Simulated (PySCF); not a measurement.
# Correlation energy of Ar+ (argon, charge +1)

[Ne] 3s2 3p5, 2P determinant. Computed with PySCF 2.14 in cc-pV(T+d)Z (5s4p3d1f, 39 functions), with no relativity, point nucleus. Frozen: [Ne]; 7 electrons correlated.

MP2 pair energies summed by pair of shells (mhartree):

```csv
pair,energy,share (%)
3p-3p,-104.95,63.2
3s-3p,-51.95,31.3
3s-3s,-9.28,5.6
```

Total MP2 correlation energy: -166.19 mhartree.

Same-spin part -38.41 and opposite-spin part -127.78 mhartree; SCS-MP2 scales them by 1/3 and 6/5 to -166.14 mhartree.

```
  level  correlation energy (mhartree)
   CCSD                        -191.37
    (T)                          -5.33
CCSD(T)                        -196.70
```

Diagnostics: T1 = 0.0065, D1 = 0.0221, largest double amplitude 0.054.

Is a single reference adequate?

Yes: T1 lies below 0.03 and no double amplitude reaches 0.07.
